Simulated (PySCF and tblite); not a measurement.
Values are calculated unless marked as measured or tabulated.
**Barrier and rate of a rotation**

System: C6H4O4, numbered as in [O:1]=[CH:2][c:3]1[cH:4][c:5]([C:6](=[O:7])[OH:8])[cH:9][o:10]1.

Motion: rotation about the C3–C2 bond (torsion C4–C3–C2–O1 from 0° to 180°, rising). Geometries: GFN2-xTB; energies: revPBE/pcSseg-1 + D3(BJ); zero-point and thermal terms from GFN2-xTB harmonic modes (soft modes blended into free rotors). Rates follow Eyring's equation with the number of equivalent paths and no tunnelling. Shieldings: GIAO at the same DFT level; methyl-like tops are averaged, other torsions stay as in the two minima; line shapes leave out couplings. Programs: tblite and PySCF.

```
 point  symmetry  E(GFN2) kcal/mol  E(DFT) kcal/mol  ZPE change kcal/mol  lowest mode cm⁻¹  dipole D
 start        Cs               0.0              0.0                 0.00                51      1.64
saddle        C1               9.4             13.1                -0.39              185i      1.97
   end        Cs               1.6              0.9                 0.02                56      3.27
```

```
Electronic barrier                                      : 13.1 kcal/mol
Barrier with zero-point energy                          : 12.7 kcal/mol
ΔH‡ (298 K)                                             : 12.4 kcal/mol
ΔS‡ (298 K, symmetry apart)                             : -2.1 cal/(mol K)
Paths                                                   : 2 equivalent paths
End point                                               : a different minimum
Mean lifetime of the start against this motion at 298 K : 280 µs
Cost                                                    : 120 s on 1 thread of Arm Neoverse V2, shared host (rough), peak memory 0.77 GiB, launched as `OMP_NUM_THREADS=1 python ens_run.py task.json out`
```

```json
{"T/K": "150", "ΔG‡ kcal/mol": "12.8", "k s⁻¹": "1.6×10⁻⁶", "ΔG kcal/mol": "1.0", "k back s⁻¹": "4.1×10⁻⁵"}
{"T/K": "200", "ΔG‡ kcal/mol": "12.8", "k s⁻¹": "0.079", "ΔG kcal/mol": "1.0", "k back s⁻¹": "0.95"}
{"T/K": "250", "ΔG‡ kcal/mol": "12.9", "k s⁻¹": "53", "ΔG kcal/mol": "1.0", "k back s⁻¹": "402"}
{"T/K": "298", "ΔG‡ kcal/mol": "13.0", "k s⁻¹": "3610", "ΔG kcal/mol": "1.0", "k back s⁻¹": "2×10⁴"}
{"T/K": "350", "ΔG‡ kcal/mol": "13.1", "k s⁻¹": "9.3×10⁴", "ΔG kcal/mol": "1.1", "k back s⁻¹": "4.2×10⁵"}
{"T/K": "400", "ΔG‡ kcal/mol": "13.2", "k s⁻¹": "9.6×10⁵", "ΔG kcal/mol": "1.1", "k back s⁻¹": "3.7×10⁶"}
{"T/K": "500", "ΔG‡ kcal/mol": "13.5", "k s⁻¹": "2.5×10⁷", "ΔG kcal/mol": "1.1", "k back s⁻¹": "7.9×10⁷"}
```

ΔG and ΔG‡ leave out symmetry numbers and mirror images; rates count paths: 2 out, 2 back.

Sites that the motion interchanges:

| nucleus | site | ppm | scale |
| --- | --- | --- | --- |
| ¹³C | C4 (start) | 119.1 | δ against TMS |
| ¹³C | C4 (end) | 126.1 | δ against TMS |
| ¹³C | C2 (start) | 176.1 | δ against TMS |
| ¹³C | C2 (end) | 173.4 | δ against TMS |
| ¹H | H on C4 (start) | 7.73 | δ against TMS |
| ¹H | H on C4 (end) | 7.31 | δ against TMS |
| ¹³C | C3 (start) | 156.2 | δ against TMS |
| ¹³C | C3 (end) | 155.1 | δ against TMS |

```csv
nucleus,sites,¹H MHz,spread Hz,coalescence K,k there s⁻¹
¹³C,C4 (start) / C4 (end),60,105,244,28
¹³C,C4 (start) / C4 (end),200,350,257,104
¹³C,C4 (start) / C4 (end),600,1051,269,340
¹³C,C2 (start) / C2 (end),60,40,235,9.7
¹³C,C2 (start) / C2 (end),200,135,246,37
¹³C,C2 (start) / C2 (end),600,404,258,121
¹H,H on C4 (start) / H on C4 (end),60,26,230,5.7
¹H,H on C4 (start) / H on C4 (end),200,85,242,22
¹H,H on C4 (start) / H on C4 (end),600,255,253,74
¹³C,C3 (start) / C3 (end),60,17,226,3.5
¹³C,C3 (start) / C3 (end),200,57,238,14
¹³C,C3 (start) / C3 (end),600,170,249,48
```
